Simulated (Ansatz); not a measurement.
Reaction (atomization): `[CH3][AlH][SiH2]Cl` → Al• + C• + Cl• + 6 H• + Si•

Isolated molecules relaxed with PBE0-D4/def2-TZVP in Ansatz; ΔE leaves out vibrations. CCSD(T)/CBS adds triple-zeta CCSD(T) − MP2 to the extrapolated MP2 energy (def2 sets, frozen cores). This one scheme is used for every species, atoms too. DFT in def2-TZVPP. HSE06 is defined as in plane-wave codes. No spin–orbit coupling; open shells (•) take unrestricted orbitals. Spin–orbit coupling would lower the free atoms: a little for Al, C, Cl, Si. One conformer a species, not always the lowest.

```tsv
level	ΔE (kcal/mol)	difference from CCSD(T)/CBS
LDA (SPW92)	826.2	79.4
BLYP-D4	734.1	-12.7
B97M-V	754.2	7.4
r2SCANh-D4	745.7	-1.1
BHLYP-D4	733.5	-13.3
ωB97M-V	746.9	0.1
B2PLYP	734.0	-12.8
PBE-QIDH	740.1	-6.7
r2SCAN	746.9	0.1
r2SCAN0	740.9	-5.9
HSE06	738.2	-8.6
HF/def2-SVP	570.2	-176.6
CCSD(T)/def2-SVP	700.0	-46.8
MP2/def2-TZVPP	729.6	-17.2
CCSD(T)/def2-TZVPP	727.6	-19.2
HF/CBS(def2)	572.1	-174.7
CCSD(T)/CBS	746.8	0
```

Largest T1 diagnostic among the species: 0.018.

From BLYP to BHLYP (50 % exact exchange), in def2-TZVPP and without D4, ΔE moves by +2.9 kcal/mol. Leaving LDA and LC-ωPBE aside and taking each functional with its dispersion term where it has one, the values, not all of them listed here, spread over 22.1 kcal/mol, from revPBE-D4 to B97M-V. LDA lies +86.4 kcal/mol from PBE without D4, its usual overbinding.

For atomizations the MP2-based limit and the directly extrapolated one differ by several kJ/mol either way, and by 10 to 25 for some Ge, Se and Sn compounds, so smaller differences from it don't rank the levels.
